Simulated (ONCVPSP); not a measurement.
**Building the ONCV potential for hafnium (PBE, scalar-relativistic).**

Hf, optimised norm-conserving Vanderbilt (ONCV), made with ONCVPSP 4.0.1 (PBE, scalar-relativistic). Core [Kr] 4d10, reference 4f14 5s2 5p6 5d2 6s2. Waves: 5s+6s: rc 2.10 bohr, ncon 5, nbas 9, qcut 6.4 1/bohr, 2 projectors; 5p: rc 2.10 bohr, ncon 4, nbas 8, qcut 5.5 1/bohr, 1 projector; 5d: rc 2.15 bohr, ncon 4, nbas 7, qcut 4.7 1/bohr, 2 projectors, debl 3.7 Ha; 4f: rc 0.80 bohr, ncon 4, nbas 8, qcut 25.6 1/bohr, 2 projectors, debl 3.8 Ha. Local part: polynomial inside 0.70 bohr (lpopt 5, dvloc0 0 Ha). Core correction: none.

All-electron outer shells of the reference configuration (PBE, scalar-relativistic, ld1.x):

```csv
shell,level (eV),outermost node (bohr),outermost maximum (bohr)
4d,-206.67,0.23,0.47
5s,-67.02,0.55,1.01
5p,-35.57,0.60,1.16
4f,-16.83,–,0.45
6s,-5.11,1.37,2.89
5d,-2.69,0.67,1.69
```

Results:

```
Cutoffs needed      : 239 Ha and 266 Ha (the cutoffs (Ha) at which the residual kinetic energy of the hardest occupied pseudo-wave falls to 1 and 0.1 mHa per electron)
Ghost test          : ghosts flagged at negative energy: s at -478.9 eV, p at -197.3 eV; GHOST(+) flagged for d at 423.1 eV; a true bound ghost makes a file unfit for plane-wave use
Configuration tests : 1 of 4 tests not solved or not reliable
```

Generation and tests took about 7.1 s on one core of a shared server CPU.
